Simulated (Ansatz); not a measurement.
C2H5FGeO (`F[CH2][GeH]1[CH2][O]1`) at its PBE0-D4/def2-TZVP geometry, where that method's forces vanish. Charge 0, multiplicity 1.

| atom | x (Å) | y (Å) | z (Å) |
| --- | --- | --- | --- |
| F1 | 0.061 | 1.764 | 1.939 |
| C2 | 0.705 | 0.740 | 1.268 |
| Ge3 | -0.084 | 0.475 | -0.512 |
| C4 | -0.891 | -1.183 | -0.968 |
| O5 | 0.514 | -1.116 | -1.200 |
| H6 | 0.606 | -0.184 | 1.842 |
| H7 | 1.764 | 0.994 | 1.182 |
| H8 | 0.029 | 1.629 | -1.509 |
| H9 | -1.505 | -1.253 | -1.866 |
| H10 | -1.197 | -1.866 | -0.175 |

For each bond, give half the difference of the two atoms' forces along it (eV/Å; positive pushes the atoms apart) under PBE-D4, r2SCAN-D4, B3LYP-D4, ωB97M-V in def2-TZVPP. (Estimate.)

Ansatz gave: 
```
  bond  length (Å)  PBE-D4  r2SCAN-D4  B3LYP-D4  ωB97M-V
 F1–C2       1.383    0.47       0.34      0.40     0.34
C2–Ge3       1.965   -0.11      -0.05      0.03    -0.04
 C2–H6       1.092    0.06      -0.06     -0.15    -0.12
 C2–H7       1.093    0.07      -0.06     -0.15    -0.12
Ge3–C4       1.899    0.38       0.19      0.37     0.11
Ge3–O5       1.833    0.67       0.23      0.37     0.04
Ge3–H8       1.529   -0.05      -0.09     -0.15    -0.11
 C4–O5       1.425    0.49       0.29      0.38     0.28
 C4–H9       1.090    0.03      -0.08     -0.17    -0.13
C4–H10       1.091    0.03      -0.07     -0.17    -0.13
```

B3LYP here is the variant with VWN-RPA as its local correlation; programs differ in this.
